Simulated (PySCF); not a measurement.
SMILES [SeH][Be][Br] (HBeBrSe), B3LYP/def2-SVP optimised geometry.

```
4

Be    -0.72     0.03     0.00
Br    -0.78     2.00     0.00
Se    -0.70    -2.00     0.00
H      0.78    -2.00     0.00
```

Density from B3LYP/def2-TZVP in PySCF at that geometry.

Minimum of the electron density along straight lines between bonded atoms, close to the bond critical point (lines longer than 1.1 times the sum of covalent radii, or with two minima, are not listed):

```
bond     length / Å  ρ at the minimum / e bohr⁻³  ∇²ρ there / e bohr⁻⁵  position (fraction from the first atom)
-------  ----------  ---------------------------  --------------------  ---------------------------------------
Be1–Br2       1.964                        0.076                  0.27                                     0.30
Be1–Se3       2.033                        0.077                  0.16                                     0.30
Se3–H4        1.479                        0.169                 -0.28                                     0.63
```
